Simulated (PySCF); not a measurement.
Species: C₆H₁₀N₂Si.
Numbering: `[CH:1]#[C:2][C:3](=[CH2:4])[C@H:5]1[CH2:6][NH:7][SiH2:8][NH:9]1`

Definitions: NICS(0) = −σiso at the ring centroid; NICS(1) = −σiso and NICS(1)zz = −σzz at ±1 Å along the ring normal z. Level: GIAO PBE0/pcSseg-1 (PySCF, non-relativistic, gas phase) on the GFN2-xTB geometry, one conformer.

Ring bond lengths (Å), with Mayer bond orders in brackets: C5–C6 1.537 (1.00), C6–N7 1.445 (0.96), N7–Si8 1.722 (0.99), Si8–N9 1.720 (0.97), N9–C5 1.445 (0.95).

Task: What do the NICS probes read (ppm)?

Result: 
| ring | type | NICS(0) | NICS(1), two faces | NICS(1)zz, two faces | rms pucker (Å) | centre to ring atoms, mean (Å) |
| --- | --- | --- | --- | --- | --- | --- |
| C5–C6–N7–Si8–N9 | 5-membered ring with 2 N and Si; formal bonds all single | -7.7 | -2.9 / -2.6 | -2.7 / -3.2 | 0.14 | 1.32 |

Task: What can be read from them?

Result: 
- C5–C6–N7–Si8–N9: mean NICS(1)zz -3.0 ppm, near zero. C5, C6, Si8 have four or more neighbours, and the NICS criterion for π rings isn't applied.

Task: At the second NICS(1) probe listed for ring C5–C6–N7–Si8–N9, 1 Å off the ring, what do the in-plane components average?

Result: The isotropic value is a third of the trace: (3 × -2.6 − (-3.2))/2 = -2.3 ppm.

Task: What are the shieldings of the ring atoms and their hydrogens in the same run (means over atoms taken as equivalent)?

Result: 
```tsv
atoms	environment	σ isotropic (ppm)
C5	sp3 carbon bound to nitrogen	123.5
C6	sp3 carbon bound to nitrogen	130.8
N7	silicon-bound nitrogen	246.0
Si8	SiH2 silicon	372.8
N9	silicon-bound nitrogen	231.6
H on C5	methine hydrogen	27.49
H on C6	methylene hydrogen	28.88
H on C6	methylene hydrogen	27.82
H on N7	N–H hydrogen	31.80
H on Si8	Si–H hydrogen	26.28
H on Si8	Si–H hydrogen	26.34
H on N9	N–H hydrogen	31.84
```
